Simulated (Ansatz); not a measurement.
Stepwise reaction of `[CH3][Al]([SH])[SH]` with hydrogen, as a gas-phase model of exchange steps in deposition or etching. ΔE in kJ/mol.

Isolated molecules relaxed with PBE0-D4/def2-TZVP in Ansatz; ΔE leaves out vibrations. CCSD(T)/CBS is the MP2 limit (def2-TZVPP, def2-QZVPP) plus CCSD(T) − MP2 in def2-TZVPP, frozen cores. This one scheme is used for every species. Functionals use def2-TZVPP. B3LYP here is the variant with VWN-RPA as its local correlation; programs differ in this. One conformer a species, not always the lowest.

| step | reaction | PBE-D4 | B3LYP-D4 | ωB97M-V | CCSD(T)/CBS |
| --- | --- | --- | --- | --- | --- |
| 1 | `[CH3][Al]([SH])[SH]` + H₂ → `[CH3][AlH][SH]` + H₂S | 99.5 | 95.1 | 94.7 | 98.9 |
| 2 | `[CH3][AlH][SH]` + H₂ → `[CH3][AlH2]` + H₂S | 110.9 | 105.2 | 105.4 | 108.8 |

By hand: ΔE of the 2 steps together at CCSD(T)/CBS.

(98.9) + (108.8) = 207.7 kJ/mol, or 103.8 kJ/mol a step.

In ΔE each step is higher than the one before. All are uphill at CCSD(T)/CBS. PBE-D4 differs from CCSD(T)/CBS by 0.6 to 2.1 kJ/mol a step. Isolated molecules leave out the surface, adducts and barriers. Largest T1 diagnostic: 0.011.
